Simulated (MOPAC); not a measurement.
Input file for MOPAC: AM1 on NaP+, 2S+1 = 4, a spin state set in the input, which need not be the lowest, a point of a bond scan (R = 3.144 Å). Charge +1.

```
AM1 1SCF PRECISE CHARGE=1 UHF MS=1.5 THREADS=1
NaP

Na     0.00000000 1     0.00000000 1     0.00000000 1
P      0.00000000 1     0.00000000 1     3.14435400 1
```

It printed:

```
*******************************************************************************
 **                                                                           **
 **                              MOPAC v23.2.5                                **
 **                                                                           **
 *******************************************************************************
 ** MOPAC's Digital Object Identifier: https://doi.org/10.5281/zenodo.6511958 **
 **                                                                           **
 ** Please cite the open-source release paper for use of this MOPAC version:  **
 ** J. E. Moussa and J. J. P. Stewart (2026)                                  **
 ** MOPAC: An open-source semiempirical molecular orbital program             **
 ** J. Open Source Softw., 11(119), 8025, https://doi.org/10.21105/joss.08025 **
 *******************************************************************************

                              AM1 CALCULATION RESULTS

 *******************************************************************************
 *  AM1        - The AM1 Hamiltonian to be used
 *  UHF        - UNRESTRICTED HARTREE-FOCK CALCULATION
 *
 *
 *
 *                 CHARGE ON SYSTEM = +1
 *
 *
 *
 *  MS=        - IN MECI, MAGNETIC COMPONENT OF SPIN =  1.5
 *  PRECISE    - TIGHTER CRITERIA TO BE USED
 *  1SCF       - DO 1 SCF AND THEN STOP
 *  THREADS=1  - MULTI-THREADING NOT USED
 *  T=         - A TIME OF 172800.0 SECONDS REQUESTED
 *  DUMP=N     - RESTART FILE WRITTEN EVERY 7200.0 SECONDS REQUESTED
 *******************************************************************************
AM1 1SCF PRECISE CHARGE=1 UHF MS=1.5 THREADS=1
 NaP

   ATOM   CHEMICAL          X               Y               Z
  NUMBER   SYMBOL      (ANGSTROMS)     (ANGSTROMS)     (ANGSTROMS)

     1      Na          0.00000000  *   0.00000000  *   0.00000000  *
     2       P          0.00000000  *   0.00000000  *   3.14435400  *



          CARTESIAN COORDINATES

    NO.       ATOM           X           Y           Z

     1        Na          0.0000      0.0000      0.0000
     2         P          0.0000      0.0000      3.1444

 Na: (AM1): J. J. P. STEWART, J. MOL. MOD., 10, 155-164 (2004)
  P: (AM1): M.J.S.DEWAR, JIE, C, THEOCHEM, 187, 1 (1989)

           Empirical Formula: Na P  =     2 atoms



      MOLECULAR POINT GROUP   :   C*v


          UHF CALCULATION, NO. OF ALPHA ELECTRONS =    4
                           NO. OF BETA  ELECTRONS =    1

 -------------------------------------------------------------------------------
 AM1 1SCF PRECISE CHARGE=1 UHF MS=1.5 THREADS=1
 NaP



     1SCF WAS SPECIFIED, SO BFGS WAS NOT USED
     SCF FIELD WAS ACHIEVED


                              AM1 CALCULATION
                                                       MOPAC v23.2.5 Linux




          FINAL HEAT OF FORMATION =        212.98344 KCAL/MOL =     891.12269 KJ/MOL


          COSMO AREA              =        118.97 SQUARE ANGSTROMS
          COSMO VOLUME            =        110.37 CUBIC ANGSTROMS

          IONIZATION POTENTIAL    =         14.290936 EV
          ALPHA SOMO LUMO (EV)    =        -14.291 -4.916
          BETA  SOMO LUMO (EV)    =        -18.999 -6.359
          NO. OF ALPHA ELECTRONS  =          4
          NO. OF BETA  ELECTRONS  =          1
          MOLECULAR WEIGHT        =         53.9635         POINT GROUP:  C*v

          MOLECULAR DIMENSIONS (Angstroms)

            Atom       Atom       Distance
            P     2   Na     1     3.14435
            P     2   Na     1     0.00000
           Na     1    P     2     0.00000


          SCF CALCULATIONS        =          1





   ATOM   CHEMICAL          X               Y               Z
  NUMBER   SYMBOL      (ANGSTROMS)     (ANGSTROMS)     (ANGSTROMS)

     1      Na          0.00000000  *   0.00000000  *   0.00000000  *
     2       P          0.00000000  *   0.00000000  *   3.14435400  *

                             CARTESIAN COORDINATES

   1   Na        0.000000000     0.000000000     0.000000000
   2    P        0.000000000     0.000000000     3.144354000


           Empirical Formula: Na P  =     2 atoms



      MOLECULAR POINT GROUP   :   C*v


          ALPHA EIGENVALUES
 -21.37054 -14.53319 -14.29094 -14.29094  -4.91628  -2.97897  -2.97897  -2.76965


           BETA EIGENVALUES
 -18.99892  -6.35905  -5.86580  -5.86580  -4.76888  -2.87924  -2.87924  -2.54978


              NET ATOMIC CHARGES AND DIPOLE CONTRIBUTIONS

  ATOM NO.   TYPE          CHARGE      No. of ELECS.   s-Pop       p-Pop
    1         Na           0.934443        0.0656     0.02998     0.03558
    2          P           0.065557        4.9344     1.96942     2.96502
 DIPOLE           X         Y         Z       TOTAL
 POINT-CHG.     0.000     0.000    -7.679     7.679
 HYBRID        -0.000     0.000    -0.027     0.027
 SUM           -0.000     0.000    -7.706     7.706


          ATOMIC ORBITAL ELECTRON POPULATIONS

     Atom    s        px        py        pz
    1 Na   0.02998   0.00125   0.00125   0.03308
    2  P   1.96942   0.99875   0.99875   0.96751


                    (SZ)    =    1.500000
                    (S**2)  =    3.750077


          ATOMIC ORBITAL SPIN POPULATIONS

    Atom   Total    s     px     py     pz
         Atomic
    1 Na  0.0346  0.013  0.001  0.001  0.019
    2  P  2.9654  0.010  0.999  0.999  0.957

 **********************
 *                    *
 * JOB ENDED NORMALLY *
 *                    *
 **********************




 == MOPAC DONE ==
```

The run finished.

Cost: about 0.020 core-seconds (a rough figure).
